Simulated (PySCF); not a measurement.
How methods differ on the electron affinity of Cr

Cr⁻ [Ar] 3d5 4s2 (6S) → Cr [Ar] 3d5 4s1 (7S), as a difference of total energies. All numbers are calculated (PySCF 2.14, the non-relativistic Hamiltonian (point nucleus), in aug-cc-pVDZ). Correlated levels: valence: [Ar] frozen. The calculations carry no spin-orbit coupling.

```
           method  electron affinity (eV)
              UHF                  -0.282
    MP2 (valence)                   0.119
SCS-MP2 (valence)                   0.209
   CCSD (valence)                   0.477
CCSD(T) (valence)                   0.575
```

These non-relativistic numbers lack the scalar-relativistic shift.

Errors of the correlated levels include the incompleteness of this basis and the frozen core.

A negative affinity means that the anion lies above the atom at that level of theory.

The coupled-cluster amplitudes are large for Cr⁻ (T1 above 0.03 or a double amplitude above 0.15), so a single reference is strained.

For comparison: 0.676 eV (measured; photodetachment measurements, as compiled on the Wikipedia data page of electron affinities).
